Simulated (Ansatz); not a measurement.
Born–Oppenheimer molecular dynamics of a periodic cell of 13 atoms, LiSc12 (host Sc, host structure hcp, interstitial Li). It starts from a relaxed structure.

The calculation used Ansatz, DFT PBE-D3(BJ), scalar-relativistic, plane waves, PAW. Settings: cutoff 420 eV, k mesh 2x1x2, fermi-dirac smearing 0.05 eV, no spin polarisation.

```yaml
ensemble: NVE (velocity Verlet)
time_step: 1 fs
steps_asked: 130
starting_velocities_drawn_for: 1800 K
seed: 592269
```

First frame:

```xyz
13
Lattice="6.6200 0.0000 0.0000 -4.9650 8.5996 0.0000 0.0000 0.0000 5.2761" Properties=species:S:1:pos:R:3
Sc -0.053 0.252 -0.019
Sc 0.015 1.909 2.679
Sc -1.675 2.874 0.077
Sc -1.622 4.885 2.938
Sc -3.243 5.566 0.257
Sc -3.161 7.820 2.364
Sc 3.286 -0.089 -0.285
Sc 3.345 1.917 2.574
Sc 1.632 2.845 -0.021
Sc 1.714 4.446 2.657
Sc -0.122 5.592 0.293
Sc -0.113 7.860 2.379
Li 1.625 6.665 3.848
```

Question: What does the run give?

Answer: The run went to its last step.

```
steps done                                               : 130
time covered                                             : 130 fs
mean temperature over the second half                    : 989 K
spread of the potential energy over the second half      : 19.0 meV per atom
mean potential energy of the second half above the start : 96.9 meV per atom
```

The conserved energy stayed within 0.068 meV per atom of its start (net change 0.06 meV per atom), so the integration is sound. The temperature averaged 0.55 of the 1800 K drawn at the start: a run that starts near a minimum puts about half its kinetic energy into the potential. A run of 0.13 ps of so small a system gives no equilibrium averages. Limits of this set-up: coarse k mesh.

Question: What happens to the structure?

Answer: Mean squared displacements from the first frame to the last, about the centre of mass: Sc 0.10 Å², Li 0.46 Å². Another seed would give other details.

Question: How do temperature and energy run in time?

Answer: 
```json
{"time (fs)": "0.0", "T (K)": "1800", "potential energy less start (eV)": "0.000", "conserved less start (meV/atom)": "0.00"}
{"time (fs)": "10.0", "T (K)": "1527", "potential energy less start (eV)": "0.424", "conserved less start (meV/atom)": "0.02"}
{"time (fs)": "20.0", "T (K)": "1006", "potential energy less start (eV)": "1.233", "conserved less start (meV/atom)": "0.06"}
{"time (fs)": "30.0", "T (K)": "695", "potential energy less start (eV)": "1.715", "conserved less start (meV/atom)": "0.06"}
{"time (fs)": "40.0", "T (K)": "582", "potential energy less start (eV)": "1.890", "conserved less start (meV/atom)": "0.04"}
{"time (fs)": "50.0", "T (K)": "447", "potential energy less start (eV)": "2.099", "conserved less start (meV/atom)": "0.05"}
{"time (fs)": "60.0", "T (K)": "430", "potential energy less start (eV)": "2.126", "conserved less start (meV/atom)": "0.07"}
{"time (fs)": "70.0", "T (K)": "699", "potential energy less start (eV)": "1.708", "conserved less start (meV/atom)": "0.05"}
{"time (fs)": "80.0", "T (K)": "1001", "potential energy less start (eV)": "1.240", "conserved less start (meV/atom)": "0.02"}
{"time (fs)": "90.0", "T (K)": "1039", "potential energy less start (eV)": "1.181", "conserved less start (meV/atom)": "0.04"}
{"time (fs)": "100.0", "T (K)": "1031", "potential energy less start (eV)": "1.194", "conserved less start (meV/atom)": "0.06"}
{"time (fs)": "110.0", "T (K)": "1183", "potential energy less start (eV)": "0.958", "conserved less start (meV/atom)": "0.02"}
{"time (fs)": "120.0", "T (K)": "1090", "potential energy less start (eV)": "1.102", "conserved less start (meV/atom)": "0.03"}
{"time (fs)": "130.0", "T (K)": "820", "potential energy less start (eV)": "1.521", "conserved less start (meV/atom)": "0.06"}
```

Run time: 7.1 min on 1 thread of Arm Neoverse V2, with other jobs on the host, peak memory 0.58 GiB.
